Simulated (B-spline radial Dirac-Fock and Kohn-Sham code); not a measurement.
## The L2-M45M45 Auger spectrum of W⁴⁺

System: the W⁴⁺ ion, [Xe] 4f14 5d1 6p1 (an excited configuration).

Input of the calculation (task.json; shells as n, l, electrons):

```json
{"items": [{
  "Z": 74,
  "q": 4,
  "cfg": [[1, 0, 2], [2, 0, 2], [2, 1, 6], [3, 0, 2], [3, 1, 6], [3, 2, 10], [4, 0, 2], [4, 1, 6], [4, 2, 10], [4, 3, 14], [5, 0, 2], [5, 1, 6], [5, 2, 1], [6, 1, 1]],
  "A": 184,
  "rrms": 5.3658,
  "do": ["binding", "quiet", "double"]
}]}
```

Launch: `python xray_run.py task.json out`

Model: Dirac-Fock (average of configuration) total-energy differences with a finite nucleus, the Breit interaction including its frequency dependence, and self-energy and vacuum-polarisation corrections. Program: a radial finite-basis atomic code. The two-hole levels come from diagonalising the Coulomb interaction among the jj configurations; intensities are independent-particle Coulomb rates. Kinetic energies are from the vacuum level. The model has no electron correlation. Open outer shells are spectators and are not coupled to the holes.

```csv
kinetic energy (eV),J,leading jj holes (weight),leading LS term (weight),intensity (%)
7646.5,0,M4M4 (0.99),¹S0 (0.52),2.2
7670.3,2,M4M4 (0.99),³F2 (0.59),16.9
7723.1,4,M4M5 (0.99),¹G4 (0.87),68.1
7724.4,1,M4M5 (1.00),³P1 (1.00),1.1
7728.9,2,M4M5 (0.99),³P2 (0.51),1.3
7738.2,3,M4M5 (1.00),³F3 (1.00),8.4
7771.2,0,M5M5 (0.99),³P0 (0.52),0.1
7790.0,2,M5M5 (1.00),¹D2 (0.49),1.6
7798.6,4,M5M5 (0.99),³F4 (0.87),0.2
```

The strongest line, by its leading LS label ¹G4, lies at 7723.1 eV. The mean weight of the leading component is 0.99 in jj and 0.71 in LS coupling, so jj labels describe these levels better.
